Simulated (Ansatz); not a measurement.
Ag₅H₄⁺, relaxed as a singlet with RKS PBE-D4/def2-SVP in Ansatz, starting from the GFN1-xTB geometry. Force threshold 0.02 eV/Å.

In the def2 sets Ag takes a core potential; there is no spin–orbit coupling. The structure comes from a short search, and lower isomers may exist.

Start:

Cartesian coordinates in Å:
```
Ag 0.660 1.770 0.385
Ag -0.074 -1.018 0.339
Ag -1.562 -2.333 -1.626
Ag 1.032 0.046 2.621
Ag -0.558 0.476 -1.896
H 0.329 -1.443 1.900
H -1.117 -0.942 -2.484
H 0.026 1.824 -1.160
H 1.264 1.621 1.921
```

Q: Estimate the energy that the relaxation releases and the steps that it takes.

A: 14.3 kcal/mol, in 13 steps; 38 s on 4 threads of Arm Neoverse V1 on a shared host. The force fell under the threshold at step 12, but the optimiser went on. No frequencies were taken in this run, so the end may be a saddle point.

Q: Does the start keep its bonding?

A: Bonds lost: Ag1–Ag2 (atoms count from 1). Bonds formed: Ag2–H7 (atoms count from 1).

Q: Predict the relaxed structure.

A: 
```xyz
9

Ag    0.576    2.139    0.337
Ag   -0.092   -1.708    0.193
Ag   -2.133   -1.851   -1.873
Ag    0.923    0.024    2.037
Ag   -0.447    0.495   -1.581
H     0.529   -1.715    1.854
H    -0.461   -1.378   -1.612
H    -0.109    2.214   -1.317
H     1.213    1.780    1.962
```
Bond lengths (bridged metal pairs left out): 9 × Ag–H 1.76 to 1.87 Å.
